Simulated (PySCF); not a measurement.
C₃H₆FNSi, SMILES NC(F)=C=C[SiH3]. Geometry optimised at PBE0-D3(BJ)/def2-SVP. The structure was generated by enumeration; whether it is a known compound was not checked. Other conformers were not sampled.

Computed with PySCF 2.14.0 with PBE0-D3(BJ)/def2-SVP.

Harmonic wavenumbers (cm⁻¹): 81, 86, 109, 224, 264, 342, 464, 546, 591, 619, 637, 695, 758, 840, 865, 918, 936, 949, 1094, 1202, 1355, 1470, 1612, 2101, 2217, 2224, 2250, 3100, 3563, 3693. Rotational constants (GHz): 6.640, 1.199, 1.133; symmetry number 1.

Work out the zero-point energy and the ideal-gas rigid-rotor harmonic-oscillator thermochemistry at 298.15 K and 1 atm.

ZPE = ½ Σ hcν = ½ × 35804 cm⁻¹ = 51.18 kcal/mol. H − E(el) = 56.72 kcal/mol. Entropy in cal/(mol K): translation 39.81, rotation 27.97, vibration 19.65, total 87.43. G − E(el) = 30.66 kcal/mol. Cp = 29.25 cal/(mol K). Modes under 150 cm⁻¹ make the vibrational entropy uncertain.
